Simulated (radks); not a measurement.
Results of a calculation; reference values are marked as such.
Task: Species: Te18+. Configuration: [Ar] 3d10 4s2 4p4. Level of theory: Dirac Kohn-Sham, exchange-only PBE, spin-unpolarised, spherical densities, finite nucleus; open shells fill j = l - 1/2 first; Fermi nuclear charge, rms radius 4.7423 fm (a radial shooting solver on a logarithmic mesh with Libxc functionals).

Spin-orbit splittings of the eigenvalues, e(l+1/2) - e(l-1/2), with zeta = 2 splitting/(2l+1) and mean radii in bohr:

| shell | occ. | splitting (eV) | zeta (eV) | <r> j=l-1/2 | <r> j=l+1/2 |
|---|---|---|---|---|---|
| 2p | 6 | 274.9 | 183.3 | 0.1007 | 0.1063 |
| 3p | 6 | 52.30 | 34.87 | 0.3092 | 0.3202 |
| 3d | 10 | ? | ? | 0.2899 | 0.2933 |
| 4p | 4 | 13.33 | 8.886 | 0.7072 | 0.7251 |

Estimate the 3d splitting.

Result: 11.08 eV (zeta = 4.433 eV).
